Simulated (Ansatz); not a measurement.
`F[SiH2][SbH2]` + HCl → `Cl[SiH2][SbH2]` + H–F  (ligand exchange at the Si–F bond)

Calculated with Ansatz (gas phase, PBE0-D4/def2-TZVP geometries, no zero-point term in ΔE). CBS: MP2 limit from def2 TZ/QZ plus the TZ coupled-cluster correction, frozen cores. This one scheme is used for every species. DFT in def2-TZVPP. Elements past krypton have def2 core potentials. For Sb outer-core shells are correlated without core-valence functions, which leaves a few kJ/mol of doubt a bond.

```csv
level,ΔE (kcal/mol),difference from CCSD(T)/CBS
PBE-D4,5.6,-0.9
revPBE-D4,4.9,-1.6
r2SCAN0-D4,6.8,0.3
BHLYP-D4,8.1,1.6
BLYP,9.9,3.4
PBE0,6.1,-0.4
CAM-B3LYP,10.2,3.7
RPA@PBE/def2-TZVPP,8.6,2.1
MP2/def2-SVP,6.8,0.3
SCS-MP2/def2-QZVPP,7.3,0.8
CCSD(T)/CBS,6.5,0
```

Largest T1 diagnostic among the species: 0.013.

In def2-TZVPP, CCSD(T) changes the Hartree–Fock value by −2.9 kcal/mol (the triples alone add −0.6 kcal/mol) and MP2 by −4.4 kcal/mol. The D4 term adds −1.5 kcal/mol with B3LYP and −0.8 kcal/mol with PBE0; it sums over pairs of atoms, weighted by their polarisabilities, and B3LYP, whose exchange is more repulsive, gets the larger term. At CCSD(T), def2-SVP lies +1.1 kcal/mol from the extrapolated value and def2-TZVPP +1.0 kcal/mol.

B3LYP here is the variant with VWN-RPA as its local correlation; programs differ in this.
